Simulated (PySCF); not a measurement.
**Circular dichroism: `CB[C@@]12C[C@@H]1[C@@H]2F`, C₅H₈BF**

Geometry (Å), atoms numbered from 1 in this order:
```xyz
15

C     2.2153   -0.2544   -0.4685
B     0.9285    0.6485   -0.5595
C    -0.3308    0.2934    0.2097
C    -1.6703    1.0022    0.3579
C    -1.6503   -0.4215   -0.0483
C    -0.7503   -0.9012    1.0198
F    -1.1279   -0.7333    2.3284
H     2.2255   -0.9316    0.3814
H     2.2787   -0.8690   -1.3677
H     3.1319    0.3305   -0.4448
H     0.9265    1.6115   -1.2294
H    -1.9301    1.7395   -0.3902
H    -2.0032    1.2512    1.3569
H    -2.0204   -0.9106   -0.9253
H    -0.2274   -1.8470    0.9284
```

Level of theory: TDDFT CAM-B3LYP/def2-SVPD circular dichroism and optical rotation, one conformer, gas phase in PySCF 2.14.0. Geometry: GFN2-xTB.

The molecule is flexible and this is one conformer; a measurement averages over conformers.

(1) Assign R or S to each stereocentre.

(2) List the lowest 16 singlet excitations with oscillator and rotatory strengths.

Answers

(1) C3 R, C5 S, C6 S.

(2) Rotatory strengths R in 10⁻⁴⁰ esu² cm², velocity form and length form (origin at the centre of mass); f in length form.
| state | E (eV) | λ (nm) | f | R (velocity) | R (length) | main |
| --- | --- | --- | --- | --- | --- | --- |
| 1 | 5.79 | 214 | 0.012 | +40.5 | +40.5 | HOMO−1→LUMO 0.82, HOMO→LUMO 0.08 |
| 2 | 6.09 | 203 | 0.035 | -30.4 | -30.9 | HOMO−2→LUMO 0.89 |
| 3 | 6.32 | 196 | 0.237 | -7.4 | -7.5 | HOMO→LUMO 0.83, HOMO−1→LUMO 0.08 |
| 4 | 7.23 | 171 | 0.012 | +47.7 | +48.7 | HOMO−3→LUMO 0.84 |
| 5 | 7.95 | 156 | 0.003 | -3.0 | -2.6 | HOMO→LUMO+1 0.81 |
| 6 | 8.21 | 151 | 0.013 | -15.0 | -14.9 | HOMO−1→LUMO+1 0.82 |
| 7 | 8.35 | 148 | 0.006 | +9.4 | +9.7 | HOMO−5→LUMO 0.62, HOMO−4→LUMO 0.25 |
| 8 | 8.47 | 146 | 0.006 | +20.2 | +19.2 | HOMO→LUMO+2 0.66, HOMO→LUMO+4 0.11 |
| 9 | 8.53 | 145 | 0.005 | -19.3 | -19.8 | HOMO−4→LUMO 0.57, HOMO−5→LUMO 0.24 |
| 10 | 8.55 | 145 | 0.012 | -8.4 | -8.8 | HOMO−2→LUMO+1 0.70 |
| 11 | 8.68 | 143 | 0.017 | +6.6 | +5.8 | HOMO→LUMO+3 0.49, HOMO→LUMO+4 0.17 |
| 12 | 8.81 | 141 | 0.030 | -36.9 | -34.8 | HOMO−1→LUMO+2 0.60, HOMO−1→LUMO+4 0.12 |
| 13 | 8.89 | 139 | 0.028 | -1.5 | -1.1 | HOMO−1→LUMO+3 0.38, HOMO→LUMO+4 0.20 |
| 14 | 8.93 | 139 | 0.010 | -8.6 | -8.0 | HOMO→LUMO+4 0.37, HOMO−1→LUMO+3 0.29 |
| 15 | 9.05 | 137 | 0.040 | +4.5 | +5.8 | HOMO−1→LUMO+4 0.56, HOMO−1→LUMO+2 0.10 |
| 16 | 9.11 | 136 | 0.033 | +34.7 | +33.7 | HOMO−2→LUMO+2 0.77 |

Among the states computed, the strongest CD band (largest |R|) is state 4. The largest dissymmetry factor in size, g = 4R/(D+G), with D and G the electric and magnetic dipole strengths, is -0.049 for state 9 (velocity form, f = 0.005), among bands with |R| over 0.5. The mirror image has the same energies and oscillator strengths and all R with the opposite sign.
